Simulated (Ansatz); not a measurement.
Start from `[OH][GeH2][F]` and change one element to get `OCF`.

Ansatz, PBE0-D4/def2-TZVP geometries, multiplicity 1. Each molecule was computed in one conformer, which needn't be the lowest.

Scalar relativity is left out up to krypton.

```json
{"property": "size of the dipole moment (ωB97M-V/def2-TZVPP) / D", "`[OH][GeH2][F]`": "1.96"}
{"property": "LUMO energy (PBE0/def2-TZVPP) / eV", "`[OH][GeH2][F]`": "0.27"}
{"property": "ideal-gas entropy at 298 K and 1 bar (rigid rotor, harmonic PBE0-D4/def2-TZVP) / J/(mol·K)", "`[OH][GeH2][F]`": "291"}
{"property": "HOMO energy (ωB97M-V/def2-TZVPP) / eV", "`[OH][GeH2][F]`": "-11.65"}
{"property": "HOMO energy (B3LYP/def2-TZVPP) / eV", "`[OH][GeH2][F]`": "-9.04"}
{"property": "HOMO energy (PBE/def2-TZVPP) / eV", "`[OH][GeH2][F]`": "-7.62"}
```

Task: What does the change do to each property? (Estimate.)

Result: The calculation gave: 
| property | `OCF` | shift |
| --- | --- | --- |
| size of the dipole moment (ωB97M-V/def2-TZVPP) / D | 1.82 | -0.14 |
| LUMO energy (PBE0/def2-TZVPP) / eV | 0.99 | 0.72 |
| ideal-gas entropy at 298 K and 1 bar (rigid rotor, harmonic PBE0-D4/def2-TZVP) / J/(mol·K) | 257 | -34 |
| HOMO energy (ωB97M-V/def2-TZVPP) / eV | -11.58 | 0.07 |
| HOMO energy (B3LYP/def2-TZVPP) / eV | -8.89 | 0.15 |
| HOMO energy (PBE/def2-TZVPP) / eV | -7.37 | 0.25 |

With PBE0 the HOMO rises by 0.17 eV and the LUMO rises by 0.72 eV, so the gap widens by about 0.55 eV. PBE moves the HOMO by 0.25 eV and ωB97M-V by 0.07 eV. Dipoles are sizes alone; their direction can turn.

B3LYP here is the variant with VWN-RPA as its local correlation; programs differ in this.
